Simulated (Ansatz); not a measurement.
Consider the formal exchange of groups at a B–Cl bond: `OB(Cl)Cl` + `NC1=NCC1` → `NB(O)Cl` + `ClC1=NCC1`.

Gas-phase electronic energies from Ansatz, PBE0-D4/def2-TZVP geometries. CCSD(T)/CBS adds triple-zeta CCSD(T) − MP2 to the extrapolated MP2 energy (def2 sets, frozen cores). This one scheme is used for every species. Functionals use def2-TZVPP. B3LYP here is the variant with VWN-RPA as its local correlation; programs differ in this. Each species was taken in one conformer, which may not be the lowest.

Question: Is it downhill or uphill in electronic energy at CCSD(T)/CBS, and by how much? (Best estimate.)

Answer: Ansatz gave: Nearly level: ΔE = -1.8 kJ/mol.

Question: What do these levels give: PBE-D4, r2SCAN-D4, ωB97X-V, PBE, r2SCAN, B3LYP, CCSD/def2-TZVPP, HF/def2-QZVPP, MP2/def2-QZVPP, HF/CBS(def2), MP2/CBS(def2), CCSD/CBS(def2)? (Estimate.)

Answer: Computed: PBE-D4 4.3, r2SCAN-D4 3.4, ωB97X-V 4.3, PBE 4.0, r2SCAN 3.3, B3LYP 0.6, CCSD/def2-TZVPP 0.1, HF/def2-QZVPP 4.3, MP2/def2-QZVPP -0.4, HF/CBS(def2) 4.3, MP2/CBS(def2) -0.9, CCSD/CBS(def2) -1.0 kJ/mol.

Largest T1 diagnostic among the species: 0.012.

In def2-TZVPP, CCSD(T) changes the Hartree–Fock value by −5.1 kJ/mol (the triples alone add −0.7 kJ/mol) and MP2 by −4.2 kJ/mol.
